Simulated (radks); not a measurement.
Values are calculated unless marked as measured or tabulated.
How relativity changes the ionisation of the lutetium ion Lu2+ ([Xe] 4f14 6s1) to Lu3+ ([Xe] 4f14). Spin-unpolarised spherical Kohn-Sham, BLYP, point nucleus unless stated (finite: rms radius 5.37 fm), a radial shooting solver on a logarithmic mesh with Libxc functionals. A level marked "c x" has the speed of light scaled by that factor.

level                        E(Lu2+) (hartree)  E(Lu3+) (hartree)  IE (eV)   HOMO  <r> HOMO (bohr)
non-rel.                           -13855.6528        -13854.9245   19.818     6s            3.260
scalar-rel.                        -14563.5333        -14562.7514   21.278     6s            3.051
scalar-rel., finite nucleus        -14561.6584        -14560.8766   21.275     6s            3.052
Dirac                              -14581.2863        -14580.5046   21.270  6s1/2            3.053
Dirac, finite nucleus              -14579.3960        -14578.6145   21.267  6s1/2            3.054
Dirac, c x 0.75                    -15337.3299        -15336.4860   22.964  6s1/2            2.850
Dirac, c x 3                       -13926.7475        -13926.0142   19.953  6s1/2            3.239
Dirac, c x 100                     -13855.7159        -13854.9876   19.818  6s1/2            3.260

NIST Atomic Spectra Database: 20.959 eV (measured). The relativistic part of the total energy of Lu2+ is -723.7 hartree (Dirac, finite nucleus), 5.2 % of the non-relativistic value. Spin polarisation and multiplet splitting of open shells are left out at every level.

Beside tabulated values, note that relativity, absent from the non-relativistic runs, is large for the heavy elements, and spin-unpolarised runs miss the spin-polarisation part of the exchange energy of open shells.
